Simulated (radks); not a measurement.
The numbers below are computed, except where a source is named.
Problem. The palladium ion Pd+, 45 electrons, occupied as [Kr] 4d9 (the NIST ground configuration). Code: a radial shooting solver on a logarithmic mesh with Libxc functionals. Model: scalar-relativistic Kohn-Sham, PBE, spin-polarised, spherical densities, point nucleus; open shells are filled with parallel spins first (spin-orbit coupling, left out, can overturn this in heavy ions); hard spherical wall at 3 bohr. Some entries of the table are withheld. Estimate them.

orbital,occ.,eigenvalue (eV),<r> (bohr),<1/r> (bohr^-1)
1s down,1,-24167.02,0.03185,48.24
1s up,1,-24167.02,0.03185,48.24
2s up,1,-3528.822,0.1383,10.94
2s down,1,-3528.650,0.1383,10.94
2p up,3,-3163.735,0.1206,10.58
2p down,3,-3163.605,0.1206,10.58
3s up,1,-637.1187,0.3794,3.826
3s down,1,-637.0337,0.3794,3.826
3p up,3,-517.1305,0.3788,3.644
3p down,3,-517.0330,0.3788,3.644
3d up,5,-326.5302,0.3579,3.417
3d down,5,-326.3759,0.3579,3.417
4s up,1,-88.3494,0.9532,1.442
4s down,1,-87.6450,0.9526,1.444
4p up,3,-54.5331,1.049,1.287
4p down,3,-53.8001,1.049,1.288
4d up,5,-6.4174,1.307,0.9890
4d down,4,-5.6806,1.308,0.9886
5s up,0,8.9369,(1),0.7273
5s down,0,9.4811,(2),0.7261
5p up,0,22.2821,1.848,0.7411
5p down,0,22.7933,1.849,0.7402
4f up,0,35.9184,1.711,0.6580
4f down,0,36.5594,1.714,0.6568

Solution. 
(1) 5s up <r> (bohr): 1.829
(2) 5s down <r> (bohr): 1.831
